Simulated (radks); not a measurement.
The numbers below are computed, except where a source is named.
Q: These are the eigenvalues of the occupied orbitals of an atom or ion with whole-number occupations (eV). Code: a radial shooting solver on a logarithmic mesh with Libxc functionals. Model: scalar-relativistic Kohn-Sham, r2SCAN, spin-polarised, spherical densities, finite nucleus; meta-GGA in the generalised Kohn-Sham scheme; Fermi nuclear charge, rms radius of each element as measured or else 0.836 A^(1/3) + 0.57 fm.

1s down: -22018.23
1s up: -22018.20
2s up: -3209.462
2s down: -3208.277
2p up: -2875.322
2p down: -2874.462
3s up: -599.6936
3s down: -599.3664
3p up: -488.9969
3p down: -488.5427
3d up: -311.5411
3d down: -310.6128
4s up: -115.0894
4s down: -110.1835
4p up: -84.1049
4p down: -78.7858
4d up: -39.3624

Which element is it, and in what charge state? The configuration may be excited. Open shells, if any, are filled with parallel spins first.

A: Z = 44, ruthenium, charge +3: Ru3+ in [Kr] 4d5. The list shows which subshells hold electrons but not how many an open one holds; the 1s level, -809.16 hartree, gives Z - s = 40.2 by -(Z - s)^2/2, which with screening and relativity narrows Z to a few neighbours, and the depths of the outer levels then fix element, charge and occupations together.
